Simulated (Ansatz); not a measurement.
`CCB(N)N` + `CB[SiH2]O` → `NB(N)O` + `CB[SiH2]CC`  (redistribution)

Program: Ansatz. Geometries: PBE0-D4/def2-TZVP. ΔE: electronic, gas phase. CCSD(T)/CBS is the MP2 limit (def2-TZVPP, def2-QZVPP) plus CCSD(T) − MP2 in def2-TZVPP, frozen cores. DFT in def2-TZVPP. B3LYP here is the variant with VWN-RPA as its local correlation; programs differ in this. One conformer a species, not always the lowest.

```csv
level,ΔE (kJ/mol)
r2SCAN-D4,-17.5
B3LYP-D4,-15.2
CCSD/def2-TZVPP,-15.8
CCSD(T)/def2-TZVPP,-16.1
```

What does CCSD(T)/CBS give? (Best estimate.)

The calculation gave: -15.8 kJ/mol. The listed levels differ from it by -1.7, 0.6, 0.0, -0.3 kJ/mol.

Largest T1 diagnostic among the species: 0.011.
